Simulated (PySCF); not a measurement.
A GIAO shielding run with PySCF 2.14.0 with density-fitted response routines (density fitting, non-relativistic, gas phase) on `CCCP(C#C)CCC`, C8H15P:

```
{"job": {"kind": "nmr", "xc": "PBE0", "basis": "pcSseg-1"}, "charge": 0, "multiplicity": 1}
C      0.022765     2.222813    -2.063911
C      0.004918     1.658572    -1.002042
P     -0.029864     0.991129     0.635984
C      1.403124    -0.190197     0.437035
C      2.727354     0.565807     0.396559
C      3.914950    -0.380769     0.270502
C     -1.413654    -0.232087     0.359255
C     -2.755289     0.484326     0.248278
C     -3.905565    -0.497227     0.062651
H      0.039460     2.676040    -3.012336
H      1.388011    -0.868991     1.295964
H      1.274805    -0.784308    -0.473059
H      2.830855     1.160659     1.307747
H      2.717878     1.258778    -0.449011
H      3.847834    -0.959028    -0.648895
H      3.942227    -1.073784     1.109278
H      4.847658     0.178423     0.257015
H     -1.217988    -0.819201    -0.543057
H     -1.424762    -0.913625     1.215818
H     -2.721172     1.176631    -0.596849
H     -2.923337     1.076934     1.151091
H     -3.955064    -1.190430     0.899959
H     -3.773966    -1.073492    -0.850787
H     -4.852912     0.032767     0.000366
```

Hardware: 1 thread of an x86-64 server CPU, shared host. The job also computes population analyses, field gradients.

(1) How large is the calculation?

(2) How long does it take?

## Answers

(1) 78 electrons, 235 basis functions and 1235 auxiliary functions.

(2) 76 s of wall time, with 14 SCF cycles and 5 response iterations. Times on a shared host scatter by some tens of per cent.
